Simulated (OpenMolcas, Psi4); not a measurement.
A ladder of methods for SnO (tin(ii) oxide)

SnO has 2 atoms, charge 0, and is taken as a singlet. As SMILES, `[O]=[Sn]`. The shape is that of a PBE0-D4/def2-TZVP optimisation.

```xyz
2

O     0.0000    0.0000   -0.0071
Sn    0.0000    0.0000    1.8107
```

Each level gives the HOMO–LUMO gap (eV). The values are calculated.

```tsv
level	kind	program	value (eV)	CPU time
SVWN5/def2-TZVPPD (core potential)	LDA	OpenMolcas	3.48	15 s
BLYP/def2-TZVPPD (core potential)	GGA	OpenMolcas	3.42	20 s
TPSS/def2-TZVPPD (core potential)	meta-GGA	OpenMolcas	3.60	29 s
r2SCAN/def2-TZVPPD (core potential)	meta-GGA	OpenMolcas	3.86	28 s
BHLYP/def2-TZVPPD (core potential)	global hybrid	OpenMolcas	7.17	18 s
TPSSh/def2-TZVPPD (core potential)	hybrid meta-GGA	Psi4	4.35	26 s
wB97X-V/def2-TZVPPD (core potential)	range-separated hybrid	Psi4	9.50	22 s
DSD-PBEP86/def2-TZVPPD (core potential, density fitting for correlation)	double hybrid	Psi4	8.72	8.5 s
```

The values span 3.42 to 9.50 eV. Orbital gaps aren't excitation energies, and those of double hybrids come from the SCF part alone; they tend to grow with the share of exact exchange. Times are those of the runs behind each value, whatever else they computed, on shared processors of several kinds: orders of magnitude only.
